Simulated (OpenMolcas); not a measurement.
Computed levels of 4s2 4p4 in ions with 34 electrons, in cm-1 above 3P2.

```json
{
 "Program": "OpenMolcas 26.06",
 "Method": "SS-CASPT2, IPEA 0.25 Eh, imaginary shift 0.1 Eh",
 "Basis": "ANO-RCC-VQZP",
 "Scalar Hamiltonian": "DKH2, point nucleus",
 "Spin-orbit coupling": "state interaction with AMFI integrals over the reference wave functions, term energies averaged over their components"
}
```

Active space for each ion: 4 electrons in 3 orbitals (4p); closed shells correlated by CASPT2: 3d 4s.

| Level | Se | Kr2+ |
| --- | --- | --- |
| 3P1 | 1854 | 4190 |
| 3P0 | 2420 | 5050 |
| 1D2 | 9590 | 14690 |
| 1S0 | 23030 | 33770 |

Q: Estimate 3P0, 1D2, 1S0 for Br+ from its neighbours Se and Kr2+.

A: 3P0 is fine structure, which grows about as the fourth power of a screened charge, so the fourth roots are averaged: ((2420^0.25 + 5050^0.25) / 2)^4 = 3555. The calculation gives 3620, so the estimate is off by -1.8 %; the measured value is 3837 (NIST Handbook of Basic Atomic Spectroscopic Data).
1D2 is another term, which grows about linearly with the charge: (9590 + 14690) / 2 = 12140. The calculation gives 12150, so the estimate is off by -0.1 %; the measured value is 12089 (NIST Handbook of Basic Atomic Spectroscopic Data).
1S0 is another term, which grows about linearly with the charge: (23030 + 33770) / 2 = 28400. The calculation gives 28560, so the estimate is off by -0.6 %; the measured value is 27867 (NIST Handbook of Basic Atomic Spectroscopic Data).

CASPT2 breaks the degeneracy within a term, and the mean is taken; among the terms shown or strongly mixed into the levels shown the widest spread is 180 cm-1 (4s2 4p4 1D, Se). With the s shell closed, the reference lacks s² → p² mixing. Computed and measured levels are paired by configuration, term and J; levels that our copy of the source lacks, or whose pairing is in doubt (as where it misses far off the trend of its configuration), stay unpaired and out of the deviations. Only configurations of the active space appear.
